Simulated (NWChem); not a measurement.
Everything below was run with NWChem. System: C₂HCl₂, charge 0, spin multiplicity 2, at a geometry optimised with UPBE/def2-SVP. The structure started from a generated list of species. Its SCF solution wasn't tested for a lower state. Level: UM06-2X/def2-TZVP.

Input file:

```
start mol
memory heap 200 mb stack 900 mb global 1100 mb
geometry units angstroms nocenter noautoz
  Cl    -1.834698     0.142958     0.000000
  C     -0.413192     1.016149     0.000000
  C      0.890273     0.757999     0.000000
  Cl     1.569821    -0.861095     0.000000
  H      1.640426     1.563434     0.000000
  symmetry group Cs
end
basis spherical
  * library def2-tzvp
end
dft
  xc m06-2x
  odft
  mult 2
  semidirect memsize 60000000 filesize 0
  iterations 100
  grid fine
end
task dft energy
```

Part of the output:

```
             Northwest Computational Chemistry Package (NWChem) 7.3.0
             --------------------------------------------------------

                                NWChem Input Module
                                -------------------

 Scaling coordinates for geometry "geometry" by  1.889725989
 (inverse scale =  0.529177249)

 Turning off AUTOSYM since
 SYMMETRY directive was detected!

                             Geometry "geometry" -> ""
                             -------------------------

 Output coordinates in angstroms (scale by  1.889725989 to convert to a.u.)

  No.       Tag          Charge          X              Y              Z
 ---- ---------------- ---------- -------------- -------------- --------------
    1 Cl                  17.0000    -1.83469800     0.14295800     0.00000000
    2 C                    6.0000    -0.41319200     1.01614900     0.00000000
    3 C                    6.0000     0.89027300     0.75799900     0.00000000
    4 Cl                  17.0000     1.56982100    -0.86109500     0.00000000
    5 H                    1.0000     1.64042600     1.56343400     0.00000000

 Effective nuclear repulsion energy (a.u.)     170.0887999491

            Nuclear Dipole moment (a.u.)
            ----------------------------
        X                 Y               Z
 ---------------- ---------------- ----------------
     0.0000056692    -0.0000132281     0.0000000000

      Symmetry information
      --------------------

 Group name             Cs
 Group number              2
 Group order               2
 No. of unique centers     5

      Symmetry unique atoms

     1    2    3    4    5


 Summary of "ao basis" -> "" (spherical)
 ------------------------------------------------------------------------------
       Tag                 Description            Shells   Functions and Types
 ---------------- ------------------------------  ------  ---------------------
 *                         def2-tzvp                  on all atoms

                                 NWChem DFT Module
                                 -----------------

 Summary of "ao basis" -> "ao basis" (spherical)
 ------------------------------------------------------------------------------
       Tag                 Description            Shells   Functions and Types
 ---------------- ------------------------------  ------  ---------------------
 Cl                        def2-tzvp                13       37   5s5p2d1f
 C                         def2-tzvp                11       31   5s3p2d1f
 H                         def2-tzvp                 4        6   3s1p

 Summary of "ao basis" -> "ao basis" (spherical)
 ------------------------------------------------------------------------------
       Tag                 Description            Shells   Functions and Types
 ---------------- ------------------------------  ------  ---------------------
 Cl                        def2-tzvp                13       37   5s5p2d1f
 C                         def2-tzvp                11       31   5s3p2d1f
 H                         def2-tzvp                 4        6   3s1p

      Symmetry analysis of basis
      --------------------------

        a'         97
        a"         45

            General Information
            -------------------
          SCF calculation type: DFT
          Wavefunction type:  spin polarized.
          No. of atoms     :     5
          No. of electrons :    47
           Alpha electrons :    24
            Beta electrons :    23
[...]
    47      0.222615  2 C  py                16     -0.188023  1 Cl py
   118      0.184271  4 Cl py               115      0.170266  4 Cl py
   117     -0.133524  4 Cl px                72     -0.132776  3 C  s

 Vector   25  Occ=0.000000D+00  E= 2.560145D-02  Symmetry=a"
              MO Center=  4.3D-02,  7.3D-01, -1.0D-13, r^2= 3.0D+00
   Bfn.  Coefficient  Atom+Function         Bfn.  Coefficient  Atom+Function
  ----- ------------  ---------------      ----- ------------  ---------------
    51      0.702967  2 C  pz                82     -0.653611  3 C  pz
    20     -0.316017  1 Cl pz                45      0.314382  2 C  pz
    48      0.288639  2 C  pz                76     -0.278345  3 C  pz
    79     -0.263010  3 C  pz               119      0.237593  4 Cl pz
    17     -0.117818  1 Cl pz               116      0.087488  4 Cl pz

 Vector   26  Occ=0.000000D+00  E= 6.635860D-02  Symmetry=a'
              MO Center= -3.4D-01,  1.4D-01,  1.1D-13, r^2= 5.2D+00
   Bfn.  Coefficient  Atom+Function         Bfn.  Coefficient  Atom+Function
  ----- ------------  ---------------      ----- ------------  ---------------
    42      1.166413  2 C  s                  5     -0.829605  1 Cl s
    18     -0.650594  1 Cl px               104     -0.636087  4 Cl s
    81     -0.630170  3 C  py               118     -0.516943  4 Cl py
   139      0.517231  5 H  s                 41      0.483232  2 C  s
    19     -0.434869  1 Cl py                78     -0.266496  3 C  py

   alpha - beta orbital overlaps
   -----------------------------

   alpha      1      2      3      4      5      6      7      8      9     10
    beta      1      2      3      4      5      6      7      9      8     10
 overlap   1.000  1.000  0.999  0.999  1.000  1.000  0.903  0.903  1.000  0.995

   alpha     11     12     13     14     15     16     17     18     19     20
    beta     12     11     13     14     15     16     17     18     19     20
 overlap   0.995  1.000  0.997  0.999  0.995  0.985  0.911  0.903  0.996  0.965

   alpha     21     22     23     24     25     26     27     28     29     30
    beta     21     22     23     24     25     26     27     28     29     30
 overlap   0.998  0.999  0.994  0.937  0.993  0.986  0.984  0.961  0.978  0.973

   alpha     31     32     33     34     35     36     37     38     39     40
    beta     31     32     34     33     36     35     37     38     39     40
 overlap   0.960  0.997  0.939  0.880  0.950  0.997  0.958  0.973  0.998  0.891

   alpha     41     42     43     44     45     46     47     48     49     50
    beta     41     42     43     44     45     46     47     48     49     50
 overlap   0.902  0.752  0.753  0.984  0.998  0.999  0.978  0.998  0.998  0.993

   alpha     51     52     53     54     55     56     57     58     59     60
    beta     51     52     53     54     55     56     57     58     59     60
 overlap   0.999  0.984  0.999  0.984  0.998  0.998  1.000  0.997  0.997  1.000

   alpha     61     62     63     64     65     66     67     68     69     70
    beta     61     62     63     64     65     66     67     68     69     70
 overlap   0.994  0.994  0.993  0.995  1.000  0.985  0.994  0.953  0.952  0.995

   alpha     71     72     73     74     75     76     77     78     79     80
    beta     71     72     73     74     75     76     77     78     79     80
 overlap   0.994  0.994  0.995  0.999  0.996  0.997  0.999  0.998  0.883  0.873

   alpha     81     82     83     84     85     86     87     88     89     90
    beta     82     81     83     84     85     86     87     88     89     90
 overlap   0.965  0.998  0.999  1.000  1.000  1.000  1.000  1.000  0.998  1.000

   alpha     91     92     93     94     95     96     97     98     99    100
    beta     91     92     93     94     95     96     97     98     99    100
 overlap   0.994  0.994  0.999  0.999  0.996  1.000  0.998  0.997  0.998  0.997

   alpha    101    102    103    104    105    106    107    108    109    110
    beta    101    102    103    104    105    106    107    108    109    110
 overlap   0.997  1.000  0.999  0.999  0.996  0.766  0.763  0.999  0.996  0.994

   alpha    111    112    113    114    115    116    117    118    119    120
    beta    111    113    112    114    115    116    117    118    119    120
 overlap   0.964  0.944  0.966  0.960  0.965  0.966  0.956  0.988  0.989  0.995

   alpha    121    122    123    124    125    126    127    128    129    130
    beta    122    121    123    124    125    126    127    128    129    130
 overlap   0.997  0.994  0.998  0.997  1.000  0.998  0.999  1.000  1.000  0.997

   alpha    131    132    133    134    135    136    137    138    139    140
    beta    131    132    133    134    135    136    137    138    139    140
 overlap   0.997  0.998  1.000  0.999  1.000  0.999  1.000  1.000  1.000  1.000

   alpha    141    142
    beta    141    142
 overlap   1.000  1.000

     --------------------------
     Expectation value of S2:
     --------------------------
      <S2> =      0.7666 (Exact =     0.7500)

 center of mass
 --------------
 x =  -0.03750193 y =  -0.04472226 z =   0.00000000

 moments of inertia (a.u.)
 ------------------
         172.622580174489         181.559168344045           0.000000000000
         181.559168344045         778.915985430852           0.000000000000
           0.000000000000           0.000000000000         951.538565605341

     Multipole analysis of the density
     ---------------------------------

     L   x y z        total         alpha         beta         nuclear
     -   - - -        -----         -----         ----         -------
     0   0 0 0     -0.000000    -24.000000    -23.000000     47.000000

     1   1 0 0     -0.023220      0.619288     -0.642514      0.000006
     1   0 1 0      0.317531     -0.853980      1.171524     -0.000013
     1   0 0 1     -0.000000     -0.000000     -0.000000      0.000000

     2   2 0 0    -25.837825   -207.013135   -203.030535    384.205844
     2   1 1 0      1.804089     43.886424     41.281946    -83.364282
     2   1 0 1      0.000000      0.000000      0.000000      0.000000
     2   0 2 0    -26.203970    -61.519757    -54.102665     89.418452
     2   0 1 1     -0.000000     -0.000000     -0.000000      0.000000
     2   0 0 2    -28.086536    -14.341109    -13.745427      0.000000

 Task  times  cpu:       14.5s     wall:       14.5s

 Total times  cpu:       14.5s     wall:       14.5s
```
